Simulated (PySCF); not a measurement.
Compound: C₇H₁₃NSi.
Structure used (PBE0-D3(BJ)/def2-SVP), in Å, numbered top down from 1:
```
atom  x, y, z in Å
C1     3.2686   -1.9269   -0.0501
C2     2.7343   -1.0303   -0.6784
Si3    1.8751    0.3401   -1.5728
N4     0.5837    1.0622   -0.6764
C5     0.8549    2.0268    0.3634
C6    -0.7169    0.4316   -0.6223
C7    -0.9193   -0.5433    0.5463
C8    -2.2500   -1.2203    0.4928
C9    -3.2214   -1.0936    1.3980
H10    3.7399   -2.7205    0.5027
H11    2.8952    1.3891   -1.8585
H12    1.3050   -0.2396   -2.8225
H13    0.9764    1.5800    1.3691
H14    0.0341    2.7642    0.4251
H15    1.7792    2.5811    0.1389
H16   -0.8861   -0.1079   -1.5706
H17   -1.4977    1.2147   -0.5734
H18   -0.8102   -0.0107    1.5050
H19   -0.1121   -1.2968    0.5061
H20   -2.4293   -1.8558   -0.3853
H21   -3.0925   -0.4689    2.2886
H22   -4.1778   -1.6119    1.2892
```

Computed with PySCF at PBE0/pcSseg-1, non-relativistic, on one gas-phase PBE0-D3(BJ)/def2-SVP geometry that isn't relaxed in the solvent. The solvent is an IEF-PCM continuum (cavity from Bondi-type radii × 1.2). The model holds no explicit solvent molecules, cavitation or dispersion.

```csv
run,E − E(gas) (kcal/mol),HOMO (eV),HOMO–LUMO gap (eV),dipole (D)
gas,0.00,-6.48,6.36,0.87
P,-4.35,-6.42,6.24,1.06
Q,-3.58,-6.42,6.26,1.03
```

**Question.** The runs were made in acetonitrile and tetrahydrofuran. Which run belongs to which solvent?

**Answer.** P = acetonitrile, Q = tetrahydrofuran. The dielectric constants are 7.426 (tetrahydrofuran), 35.69 (acetonitrile), and the energy falls further as ε rises. In this model the ground state sees the solvent through ε alone.

**Question.** How constant is the ratio of the lowering to (ε − 1)/(2ε + 1)?

**Answer.** 
```tsv
solvent	(ε − 1)/(2ε + 1)	E − E(gas) (kcal/mol)	ratio (kcal/mol)	polarisation term (kcal/mol)
tetrahydrofuran	0.405	-3.58	-8.8	-3.84
acetonitrile	0.479	-4.35	-9.1	-4.73
```

The ratio changes by +2.6 % in size from tetrahydrofuran to acetonitrile. The polarisation term is half the interaction of the solute with the induced surface charges.

Hardware: one thread of an Arm Neoverse N1, on a shared host. Cost: 90 s, 1.3 GiB resident at most. This is the whole shielding run at PBE0/pcSseg-1 in acetonitrile, SCF included.
